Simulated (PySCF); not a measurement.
Correlation energy of I²⁺ (iodine, charge +2)

[Kr] 4d10 5s2 5p2 5d1, one real determinant (an excited configuration). Computed with PySCF 2.14 in aug-cc-pwCVDZ-PP with ECP28MDF, with scalar relativity through the core potential. Frozen: 4s2 4p6 4d10; 5 electrons correlated.

```json
{"level": "CCSD", "correlation energy (mhartree)": "-72.00"}
{"level": "(T)", "correlation energy (mhartree)": "-9.30"}
{"level": "CCSD(T)", "correlation energy (mhartree)": "-81.30"}
```

Diagnostics: T1 = 0.072, D1 = 0.2266, largest double amplitude 0.451.

**Question.** Is a single reference adequate?

**Answer.** Not fully. The real determinant used has ⟨L²⟩ near 8 against 12 for a pure F term, so it mixes terms. The outer electron is Rydberg-like, and this basis confines it to a smaller radius and binds it less than a complete one would. T1 exceeds 0.03, a sign that the reference determinant is poor. A double-excitation amplitude exceeds 0.15, a sign of near-degeneracy.

The reference is one real determinant that mixes LS terms of this configuration.
